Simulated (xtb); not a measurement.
Si(F)(Me)(Et)(OH) (C3H9FOSi), SMILES C([Si](F)(C)O)C. All values are semi-empirical tight-binding results from xtb (GFN2-xTB unless named), good for trends rather than for accurate numbers. Geometry: GFN2-xTB. One conformer was computed; it need not be the lowest.

```json
{
 "orbital_gap": "7.00 eV",
 "dipole_moment": "1.53 D",
 "zero_point_energy": "74.2 kcal/mol",
 "G − E(el) at 298.15 K (modified RRHO)": "52.7 kcal/mol",
 "static polarisability (D4 model)": "75.9 bohr³",
 "solvation energy, GFN2-xTB/ALPB(water)": "-5.1 kcal/mol",
 "solvation energy, GFN2-xTB/ALPB(dmf)": "-8.5 kcal/mol"
}
```
